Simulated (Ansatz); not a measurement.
MI2 with several metals: r2SCAN-D4/def2-TZVP single points in Ansatz on relaxed structures, gas phase. Core potentials for I, no spin–orbit coupling. HOMO and LUMO are taken over both spins. Binding counts from free atoms in the multiplicity of their measured ground term, without zero-point energy. Singlets are spin-restricted. The structures are stationary points that may keep the symmetry of their start. Remarks come from the PBE and PBE0 runs and from stability tests at other levels; not every state was tested. HOMO above LUMO (over both spins in singlets and doublets, within one spin in higher multiplets; at PBE or PBE0), or a gap under 0.15 eV within one spin, warns that the state may not be the lowest or that an electron is smeared out.

| species | atoms | state | geometry | HOMO (eV) | LUMO (eV) | gap (eV) | binding per atom (eV) | point group (within 0.1 Å) |
| --- | --- | --- | --- | --- | --- | --- | --- | --- |
| MnI2 | 3 | sextet | B3LYP-D4/def2-TZVP | -6.71 | -3.79 | 2.92 | 2.22 | D∞h |
| FeI2 | 3 | quintet | PBE0-D4/def2-TZVP | -6.04 | -4.87 | 1.17 | 2.20 | D∞h |

Task: Estimate the rows for CrI2 (quintet, PBE0-D4/def2-TZVP geometry).

Result: 
| species | atoms | state | geometry | HOMO (eV) | LUMO (eV) | gap (eV) | binding per atom (eV) | point group (within 0.1 Å) | remarks |
| --- | --- | --- | --- | --- | --- | --- | --- | --- | --- |
| CrI2 | 3 | quintet | PBE0-D4/def2-TZVP | -6.00 | -5.64 | 0.36 | 1.84 | D∞h | near-degenerate levels, HOMO above LUMO, gap within one spin near zero, spin-contaminated (⟨S²⟩ up to 6.20) |

The gap (eV) runs from 0.36 (CrI2) to 2.92 (MnI2).
